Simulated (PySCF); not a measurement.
Spinor energies of Ir⁶⁹⁺ (iridium, charge +69)

Start: [He] 2s2 2p4; 2p1/2 filled at m_j = -1/2, +1/2; 2p3/2 filled at m_j = +1/2, +3/2. Calculated with PySCF 2.14 in an uncontracted even-tempered set (16 s from 56 bohr⁻², ratio 2.4; 13 p from 72 bohr⁻², ratio 2.4; 5 d from 240 bohr⁻², ratio 2.6; 4 f from 370 bohr⁻², ratio 2.6): generalised Hartree-Fock with the X2C-1e Hamiltonian and a Gaussian nucleus; one run each with spin-orbit coupling (SO) switched off, then screened by Boettger's factors.

```json
{"spinor shell": "1s1/2", "electrons": "2", "ε, spin-free (eV)": "-83657.7", "ε, screened SO (eV)": "-83605.4", "weight of nominal j (screened SO)": "1.000", "rms radius, screened SO (bohr)": "0.0197"}
{"spinor shell": "2s1/2", "electrons": "2", "ε, spin-free (eV)": "-19911.4", "ε, screened SO (eV)": "-19896.0", "weight of nominal j (screened SO)": "1.000", "rms radius, screened SO (bohr)": "0.0775"}
{"spinor shell": "2p1/2", "electrons": "2", "ε, spin-free (eV)": "-18287.6", "ε, screened SO (eV)": "-19495.5", "weight of nominal j (screened SO)": "1.000", "rms radius, screened SO (bohr)": "0.0654"}
{"spinor shell": "2p3/2", "electrons": "2", "ε, spin-free (eV)": "-18287.6", "ε, screened SO (eV)": "-17790.0", "weight of nominal j (screened SO)": "1.000", "rms radius, screened SO (bohr)": "0.0725"}
```

```tsv
quantity	spin-free	screened SO
E (hartree)	-10771.38636	-10825.98894
M_J	2	2
⟨J²⟩	6.000	6.000
⟨L²⟩	2.000	3.309
⟨S²⟩	2.000	1.376
```

Each row is a mean over spinors that exchange with the open shell spreads, by up to 92.530 eV (2s1/2).

Breit and QED terms are absent; they matter most for the inner s and p1/2 levels.

Densities and radii are taken from the X2C orbitals without a picture-change correction, which distorts them close to the nucleus.

Without spin-orbit coupling the j labels of p, d and f shells carry no meaning; the spin-free column gives the mean over the occupied spinors of each nl shell.
